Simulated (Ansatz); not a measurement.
**Ligand exchange: C3H9NSn + C2H6OSi → C3H8OSn + C2H7NSi**

Gas-phase species: C3H9NSn `C[CH](C)[Sn][NH2]`, singlet; C2H6OSi `C=C[SiH2]O`, singlet; C3H8OSn `C[CH](C)[Sn][OH]`, singlet; C2H7NSi `C=C[SiH2]N`, singlet. The partners trade NH2 for OH: Sn–NH2 and Si–OH bonds give way to Sn–OH and Si–NH2.

Shapes, held fixed at every level: PBE0-D4/def2-TZVP. Flexible molecules stand in one conformer, not always the lowest. Programs: Ansatz 0.2.0. The zero-point and thermal change to 298 K, harmonic and unscaled (PBE0-D4/def2-TZVP), is -0.9 kJ/mol.

```json
{"level": "SPW92/def2-TZVPP", "kind": "LDA", "ΔH(298 K) (kJ/mol)": "+20.6", "less CCSD(T)/def2-TZVPP": "-4.6"}
{"level": "BHLYP-D4/def2-TZVPP", "kind": "global hybrid", "ΔH(298 K) (kJ/mol)": "+23.4", "less CCSD(T)/def2-TZVPP": "-1.8"}
{"level": "PBE0-D4/def2-TZVPP", "kind": "global hybrid", "ΔH(298 K) (kJ/mol)": "+19.9", "less CCSD(T)/def2-TZVPP": "-5.3"}
{"level": "r2SCAN0-D4/def2-TZVPP", "kind": "global hybrid", "ΔH(298 K) (kJ/mol)": "+22.9", "less CCSD(T)/def2-TZVPP": "-2.3"}
{"level": "MP2/def2-SVP", "kind": "perturbation theory", "ΔH(298 K) (kJ/mol)": "+24.1", "less CCSD(T)/def2-TZVPP": "-1.1"}
{"level": "CCSD/def2-TZVPP", "kind": "coupled cluster or CI", "ΔH(298 K) (kJ/mol)": "+25.2", "less CCSD(T)/def2-TZVPP": "0.0"}
{"level": "CCSD(T)/def2-TZVPP", "kind": "coupled cluster or CI", "ΔH(298 K) (kJ/mol)": "+25.2", "less CCSD(T)/def2-TZVPP": "0.0"}
```

The highest level, CCSD(T)/def2-TZVPP, gives ΔH(298 K) = +25.2 kJ/mol; the levels span +19.9 to +25.2. The column of differences is taken from that level and isn't an error. No measured value is set beside it here. For atoms past krypton def2 sets carry core potentials with scalar relativity. Outer-core shells of Sn are correlated, in sets that cover them unevenly.
